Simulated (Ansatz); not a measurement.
Program: Ansatz. Geometries: PBE0-D4/def2-TZVP. ΔE: electronic, gas phase. CCSD(T)/CBS adds triple-zeta CCSD(T) − MP2 to the extrapolated MP2 energy (def2 sets, frozen cores). For Zn outer-core shells are correlated without core-valence functions, which leaves a few kJ/mol of doubt a bond. Scalar relativity is left out up to krypton. One conformer a species, not always the lowest.

`[CH3][AlH][O][SiH2]O` + `[NH2][ZnH]` → `O[SiH2][NH][ZnH]` + `[CH3][AlH][OH]`  (ligand exchange at the Si–O bond)

| level | ΔE (eV) |
| --- | --- |
| HF/def2-TZVPP | 0.57 |
| HF/CBS(def2) | 0.59 |

(1) What does CCSD(T)/CBS give? (Estimate.)

Largest T1 diagnostic among the species: 0.016.

Results:

(1) The calculation gave: +0.44 eV. The listed levels differ from it by 0.13, 0.15 eV.

The D4 term adds −0.04 eV with B3LYP and −0.02 eV with PBE0; it sums over pairs of atoms, weighted by their polarisabilities, and B3LYP, whose exchange is more repulsive, gets the larger term. In def2-TZVPP, CCSD(T) changes the Hartree–Fock value by −0.13 eV (the triples alone add −0.02 eV) and MP2 by −0.12 eV.

B3LYP here is the variant with VWN-RPA as its local correlation; programs differ in this.
